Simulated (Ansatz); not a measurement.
**Abstraction of Br: C3H7Br + CBrCl2 → C3H7 + CBr2Cl2**

Species: C3H7Br `CC(C)Br`, singlet; CBrCl2 `Cl[C](Cl)Br`, doublet; C3H7 `C[CH]C`, doublet; CBr2Cl2 (dibromodichloromethane) `ClC(Cl)(Br)Br`, singlet. A radical takes Br: the energy is the difference in strength between two C–Br bonds in different surroundings.

Shapes, held fixed at every level: PBE0-D4/def2-TZVP. Programs: Ansatz 0.2.0. The zero-point and thermal change to 298 K, harmonic and unscaled (PBE0-D4/def2-TZVP), is -8.6 kJ/mol.

```json
{"level": "r2SCAN-D4/def2-TZVPP", "kind": "meta-GGA", "ΔH(298 K) (kJ/mol)": "+75.2", "less CCSD(T)/def2-TZVPP": "-2.1"}
{"level": "B3LYP-D4/def2-TZVPP", "kind": "global hybrid", "ΔH(298 K) (kJ/mol)": "+75.1", "less CCSD(T)/def2-TZVPP": "-2.2"}
{"level": "BHLYP-D4/def2-TZVPP", "kind": "global hybrid", "ΔH(298 K) (kJ/mol)": "+78.4", "less CCSD(T)/def2-TZVPP": "+1.1"}
{"level": "wB97X-V/def2-TZVPP", "kind": "range-separated hybrid", "ΔH(298 K) (kJ/mol)": "+79.4", "less CCSD(T)/def2-TZVPP": "+2.1"}
{"level": "B2PLYP/def2-TZVPP", "kind": "double hybrid", "ΔH(298 K) (kJ/mol)": "+77.3", "less CCSD(T)/def2-TZVPP": "0.0"}
{"level": "CCSD(T)/def2-SVP", "kind": "coupled cluster or CI", "ΔH(298 K) (kJ/mol)": "+75.7", "less CCSD(T)/def2-TZVPP": "-1.6"}
{"level": "CCSD/def2-TZVPP", "kind": "coupled cluster or CI", "ΔH(298 K) (kJ/mol)": "+79.2", "less CCSD(T)/def2-TZVPP": "+1.9"}
{"level": "CCSD(T)/def2-TZVPP", "kind": "coupled cluster or CI", "ΔH(298 K) (kJ/mol)": "+77.3", "less CCSD(T)/def2-TZVPP": "0.0"}
```

The highest level, CCSD(T)/def2-TZVPP, gives ΔH(298 K) = +77.3 kJ/mol; the levels span +75.1 to +79.4. The column of differences is taken from that level and isn't an error. No measured value is set beside it here. Open shells run unrestricted. Relativity is left out for Br. Outer-core shells of Br are correlated, in sets that cover them unevenly.
